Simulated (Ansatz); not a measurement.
`B[O][GaH2]` + `[NH2][GaH2]` → `B[NH][GaH2]` + `[OH][GaH2]` at 400 K and 1 bar (ligand exchange at a B–O bond).

Program: Ansatz. Geometries: PBE0-D4/def2-TZVP. ΔE: electronic, gas phase. CCSD(T)/CBS is the MP2 limit (def2-TZVPP, def2-QZVPP) plus CCSD(T) − MP2 in def2-TZVPP, frozen cores. For Ga outer-core shells are correlated without core-valence functions, which leaves a few kJ/mol of doubt a bond. Scalar relativity is left out up to krypton.

```csv
species,CCSD(T)/CBS energy (Eh),H − E (kJ/mol),S (J/(mol·K))
`B[O][GaH2]`,-2026.35181,125.7,339.6
`[NH2][GaH2]`,-1981.05479,122.4,284.4
`B[NH][GaH2]`,-2006.47671,160.2,324.5
`[OH][GaH2]`,-2000.92981,89.0,281.3
```

H − E and S are ideal-gas, rigid-rotor, harmonic terms from PBE0-D4/def2-TZVP. 1 Eh = 2625.50 kJ/mol, R = 8.31446 J/(mol·K).

Task: By hand: ΔE, ΔH, ΔS and ΔG.

Result: ΔE = (-2006.47671) + (-2000.92981) − (-2026.35181) − (-1981.05479) = 0.00008 Eh = 0.2 kJ/mol. Δ(H − E) = 160.2 + 89.0 − 125.7 − 122.4 = 1.1, so ΔH = 1.3 kJ/mol. ΔS = 324.5 + 281.3 − 339.6 − 284.4 = -18.2 J/(mol·K). ΔG = 1.3 − 400 × (-18.2)/1000 = 8.6 kJ/mol.

Task: By hand: the equilibrium constant, and the temperature at which ΔG would vanish if ΔH and ΔS stayed fixed.

Result: log₁₀ K = −ΔG/(RT ln 10) = -1.1. ΔH and −TΔS have one sign here, so there is no such temperature.

TΔS isn't small against ΔH here. A doubt of 5 kJ/mol in ΔE shifts log₁₀ K by 0.7 here. These are equilibria of isolated gas molecules and say nothing of rates. Largest T1 diagnostic: 0.016 (customary marks: 0.02 for closed shells, 0.045 for open ones).
